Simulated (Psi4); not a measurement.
Dimer: C2H2 (SMILES C#C) (first 4 atoms) with CH3NO (SMILES NC=O); geometry from B3LYP-D3(BJ)/def2-TZVP, rigid monomers moved along the line of their centres of mass till H4···O7 is 2.01 Å.
(charge 0, multiplicity 1):
```xyz
10

C     -0.04712     0.55656    -0.60178
C      0.31038    -0.19620     0.26017
H     -0.35388     1.20805    -1.38342
H      0.60597    -0.83133     1.06888
N     -0.53251     0.93916     3.06477
C      0.02873    -0.14061     3.65166
O      0.58068    -1.04961     3.06510
H     -0.51257     1.03616     2.05979
H     -0.97231     1.65302     3.61772
H     -0.06202    -0.12315     4.75216
```

All values below come from SAPT0/jun-cc-pV(D+d)Z (Psi4).

Task: Which attractive term is largest, and how does the interaction split up?

Result: electrostatics -11.72, exchange 14.69, induction -3.74, dispersion -3.50, total -4.27 kcal/mol; the largest attraction is electrostatics.
